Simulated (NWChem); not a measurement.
System: C₄H₇F; SMILES C1[C@H](C)[C@H]1F

```xyz
12

C      0.5054    -1.9094     0.0864
C      0.0832    -0.5561    -0.4446
C     -1.2289     0.0910    -0.0126
C      0.0838     0.6540     0.4332
F      0.4861     1.8512    -0.1125
H      1.5931    -2.0379     0.0303
H      0.2090    -2.0347     1.1348
H      0.0396    -2.7212    -0.4849
H      0.3630    -0.3515    -1.4766
H     -1.8512    -0.4183     0.7197
H     -1.7764     0.6568    -0.7608
H      0.3867     0.5683     1.4751
```
Atoms are numbered in this order, from 1.

Program: NWChem. Pople sets run with spherical d functions. Geometry: optimised at B3LYP/6-31G* (spherical d). Total energies compare along this basis series because the functional is fixed.

```tsv
level	basis functions	energy (Ha)	highest occupied level (eV)	orbital gap (eV)	dipole (D)
PBE/STO-3G	32	-252.7904	-2.77	9.05	0.75
PBE/3-21G	59	-254.7229	-5.96	7.96	1.51
PBE/6-31G*	84	-256.1194	-6.06	7.72	1.50
PBE/6-31+G*	104	-256.1383	-6.49	6.44	1.88
PBE/6-311G**	132	-256.1993	___	___	___
PBE/6-311++G**	159	-256.2071	-6.57	6.17	1.91
```

Task: Complete the blanks.

Result: 
- PBE/6-311G**, highest occupied level (eV): -6.39
- PBE/6-311G**, orbital gap (eV): 7.21
- PBE/6-311G**, dipole (D): 1.63
